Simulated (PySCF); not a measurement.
**W⁵⁰⁺ (tungsten, charge +50): PBE0 calculation**

Configuration: [Ar] 3d6, high-spin 5D determinant. Calculation: PySCF 2.14, in an even-tempered Gaussian basis (16 s from 12 bohr⁻², ratio 2.5; 10 p from 15 bohr⁻², ratio 2.5; 7 d from 15 bohr⁻², ratio 2.5; 4 f from 59 bohr⁻², ratio 2.7; 3 g from 88 bohr⁻², ratio 2.7); the non-relativistic Hamiltonian (point nucleus).

```json
{
  "Total energy": "-13199.72 hartree",
  "One-electron energy": "-15077.22 hartree",
  "Hartree (Coulomb) energy": "2075.34 hartree",
  "Exchange-correlation energy": "-197.84 hartree",
  "Kinetic energy": "13200.70222 hartree",
  "⟨S²⟩": "6.0001",
  "⟨L²⟩": "6.000",
  "Sum of ⟨r⟩": "3.305 bohr",
  "Sum of ⟨r²⟩": "0.6411 bohr²",
  "Traceless quadrupole moment −½Σ⟨3z² − r²⟩ along its main axis": "0.00960 e·bohr²",
  "Density at the nucleus (Gaussians lack the cusp)": "286000 bohr⁻³",
  "Spin density at the nucleus": "-10.5 bohr⁻³"
}
```

```json
{"shell": "1s α", "electrons": "1", "mean orbital energy (eV)": "-66872.2", "spread (eV)": "0", "rms radius, mean of both spins (bohr)": "0.0237"}
{"shell": "1s β", "electrons": "1", "mean orbital energy (eV)": "-66871.8", "spread (eV)": "0", "rms radius, mean of both spins (bohr)": "0.0237"}
{"shell": "2s α", "electrons": "1", "mean orbital energy (eV)": "-13456.7", "spread (eV)": "0", "rms radius, mean of both spins (bohr)": "0.0931"}
{"shell": "2s β", "electrons": "1", "mean orbital energy (eV)": "-13429.8", "spread (eV)": "0", "rms radius, mean of both spins (bohr)": "0.0931"}
{"shell": "2p α", "electrons": "3", "mean orbital energy (eV)": "-13034.4", "spread (eV)": "9.399", "rms radius, mean of both spins (bohr)": "0.0800"}
{"shell": "2p β", "electrons": "3", "mean orbital energy (eV)": "-13012.8", "spread (eV)": "3.173", "rms radius, mean of both spins (bohr)": "0.0800"}
{"shell": "3s α", "electrons": "1", "mean orbital energy (eV)": "-5047.1", "spread (eV)": "0", "rms radius, mean of both spins (bohr)": "0.224"}
{"shell": "3s β", "electrons": "1", "mean orbital energy (eV)": "-5023.8", "spread (eV)": "0", "rms radius, mean of both spins (bohr)": "0.224"}
{"shell": "3p α", "electrons": "3", "mean orbital energy (eV)": "-4867.2", "spread (eV)": "10.340", "rms radius, mean of both spins (bohr)": "0.214"}
{"shell": "3p β", "electrons": "3", "mean orbital energy (eV)": "-4839.4", "spread (eV)": "2.484", "rms radius, mean of both spins (bohr)": "0.214"}
{"shell": "3d α", "electrons": "5", "mean orbital energy (eV)": "-4557.2", "spread (eV)": "14.997", "rms radius, mean of both spins (bohr)": "0.186"}
{"shell": "3d β", "electrons": "1", "mean orbital energy (eV)": "-4529.7", "spread (eV)": "0", "rms radius, mean of both spins (bohr)": "0.186"}
```

A non-relativistic calculation at this Z misses sizeable relativistic shifts. Spin-orbit coupling is strong in this species (close to jj coupling), so the high-spin LS determinant is a model state, not a physical level.
